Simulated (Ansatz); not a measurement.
C4H5O2 (SMILES CC(=O)C=[C]O), doublet, geometry from GFN2-xTB; PBE/def2-TZVPP in Ansatz (a program for electronic structure).

Ansatz was given this input:
Ansatz 0.2 input:
```yaml
crystal:
  periodic: [false, false, false]
  atoms:
    - {symbol: C, position_ang: [1.36182315, 0.52551447, 0.45916404]}
    - {symbol: C, position_ang: [0.70063296, -0.10666471, -0.73272174]}
    - {symbol: O, position_ang: [1.27393566, -0.36182335, -1.76372116]}
    - {symbol: C, position_ang: [-0.74481166, -0.41494366, -0.57886742]}
    - {symbol: C, position_ang: [-1.50054092, -0.19828021, 0.47260859]}
    - {symbol: O, position_ang: [-1.29395766, 0.32130308, 1.67269156]}
    - {symbol: H, position_ang: [0.86364187, 1.46151697, 0.70098248]}
    - {symbol: H, position_ang: [2.41114571, 0.70874474, 0.24322265]}
    - {symbol: H, position_ang: [1.26937993, -0.13152612, 1.32085618]}
    - {symbol: H, position_ang: [-1.18166247, -0.86775905, -1.45663885]}
    - {symbol: H, position_ang: [-2.10495020, 0.31943035, 2.19871356]}
basis:
  gaussian:
    orbitals: def2-TZVPP
hamiltonian:
  xc: pbe
magnetization: {spin_polarized: true, initial_magnetization: 1}
```

It wrote (shortened):

```
Functional definition: PBE
1317 factors; their error is unknown
mean field evaluation 1: about -8300.1581 eV, gradient 5.9e1 eV
mean field evaluation 2: about -8226.6996 eV, gradient 1.2e2 eV
mean field evaluation 4: about -8312.3497 eV, gradient 2.1e1 eV
mean field evaluation 8: about -8314.5496 eV, gradient 7.8e-1 eV
mean field evaluation 16: about -8314.5214 eV, gradient 8.0e-3 eV
mean field -8314.52141182 eV, -305.5530260993 hartree, gradient 5.3e-5 eV, S^2 0.755396; 0 other end points of the search recorded, 0 dependent functions left out
reference -8314.52145172 eV, -305.5530275656 hartree; 23, 22 occupied and 233, 234 virtual orbitals, 1317 factors
Total energy: -8314.52145172 eV, -305.5530275656 hartree
```
